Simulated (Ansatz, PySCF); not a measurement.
Gas-phase reaction in SMILES: CB(C)N [[amino(methyl)boranyl]methane] → C[B]C + [NH2] (NH2) (the B-N bond at the site shown breaks; other sites are not compared here)
Geometries: B3LYP-D3(BJ)/def2-TZVP minima from Ansatz (a first-principles code), one conformer each, not searched for the lowest. Frequencies are from Ansatz or PySCF.

Wanted: bond dissociation energy (enthalpy at 298 K, with B3LYP-D3(BJ) rigid-rotor harmonic-oscillator terms), in eV. Cores are frozen in the correlated levels unless marked. Open shells are spin-unrestricted. Spin-orbit coupling is left out. Non-relativistic unless marked X2C. CBS marks a two-point X^-3 extrapolation of the correlation energy; Hartree-Fock from the larger set. [CCSD(T)-MP2]/basis is that difference in the basis named.

| level | program | bond dissociation energy (eV) |
|---|---|---|
| PBE-D4/def2-TZVPD | Ansatz + dftd4 | 5.79 |
| r2SCAN/def2-TZVPD | Ansatz | [?] |
| PBE0/STO-3G | Ansatz | 7.05 |
| PBE0-D3(BJ)/def2-TZVPD | Ansatz + dftd3 | 5.75 |
| PBE0/def2-TZVP | Ansatz | [?] |
| PBE0/def2-TZVPD | Ansatz | 5.70 |
| PBE0/def2-QZVPP | Ansatz | [?] |
| TPSSh/def2-TZVPD | PySCF | 5.51 |
| M06-2X/def2-TZVPD | PySCF | 5.92 |
| CAM-B3LYP/def2-TZVPD | Ansatz | [?] |
| SCS-MP2/STO-3G | Ansatz | 6.39 |
| CCSD/6-31G | Ansatz | 5.69 |
| CCSD/6-31G* | Ansatz | 5.67 |
| X2C-CCSD(T)/cc-pVTZ-DK | Ansatz | 5.84 |
| RI-MP2/CBS(aug-cc-pVTZ,aug-cc-pVQZ)+[CCSD(T)-MP2]/aug-cc-pVTZ | Ansatz | 5.93 |

Complete the blanks.


- r2SCAN/def2-TZVPD, bond dissociation energy (eV): 5.56
- PBE0/def2-TZVP, bond dissociation energy (eV): 5.74
- PBE0/def2-QZVPP, bond dissociation energy (eV): 5.72
- CAM-B3LYP/def2-TZVPD, bond dissociation energy (eV): 5.77
